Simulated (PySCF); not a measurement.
Compound: C3H5F3OSi.
Geometry (GFN2-xTB, Å), atoms numbered from 1 in this order:
```xyz
13
C3H5F3OSi angstrom
C     -2.164   -0.833   -0.076
O     -0.867   -0.366   -0.307
Si    -0.113    0.951    0.224
C      1.630    0.699   -0.469
F      2.352    1.836   -0.592
C      2.229   -0.431   -0.809
F      1.655   -1.622   -0.722
F      3.468   -0.565   -1.273
H     -2.259   -1.802   -0.567
H     -2.350   -0.948    0.993
H     -2.902   -0.142   -0.489
H     -0.043    1.032    1.685
H     -0.641    2.193   -0.340
```

Computed, not measured: PySCF 2.14.0, density-fitted response routines, TDDFT PBE0/def2-SVPD, vertical, gas phase, core orbitals frozen in the response.

Transition dipole moments from the ground state, in atomic units and in the frame of the coordinates above (overall signs are arbitrary), for the states with f of 0.002 or more among the lowest 6:

```
state  E (hartree)      μx      μy      μz
   S1       0.2134   0.115  -0.080  -0.152
   S2       0.2493   0.327  -0.247  -0.067
   S3       0.2501  -0.229   0.166  -0.060
   S4       0.2631   0.802  -0.831  -0.440
   S5       0.2706  -0.309  -0.010   0.123
   S6       0.2733  -0.132   0.122   0.044
```

**Question.** Work out the oscillator strengths.

**Answer.** f = (2/3) ΔE |μ|² with ΔE in hartree (27.2114 eV).

```tsv
state	|μ|² (au)	|μ| (D)	f
S1	0.043	0.53	0.006
S2	0.173	1.06	0.029
S3	0.084	0.74	0.014
S4	1.527	3.14	0.268
S5	0.111	0.85	0.020
S6	0.034	0.47	0.006
```

**Question.** Which bond between heavy atoms lies closest to the direction of the S4 transition dipole?

**Answer.** C4–C6, at 16° from it; next Si3–C4 at 35°.

**Question.** What angle do the transition dipoles of S3 and S4 make?

**Answer.** |cos θ| = |μa·μb| / (|μa| |μb|) = 0.83, so θ ≈ 34° (taken between 0 and 90°, since the signs are arbitrary).

**Question.** What peak molar absorption coefficient would the strongest computed level give as a lone Gaussian band 0.3 eV wide at half height?

**Answer.** ε(max) = 2.175×10⁸ f / FWHM, with the width in cm⁻¹. S4: 2.175×10⁸ × 0.2680 / 2420 ≈ 24000 L mol⁻¹ cm⁻¹.

Hardware: one thread of an Intel Xeon 6975P-C, on a shared host. Cost: 26 s of wall time (grids of density and orbitals included), 0.88 GiB resident at most.

One conformer stands for the species.
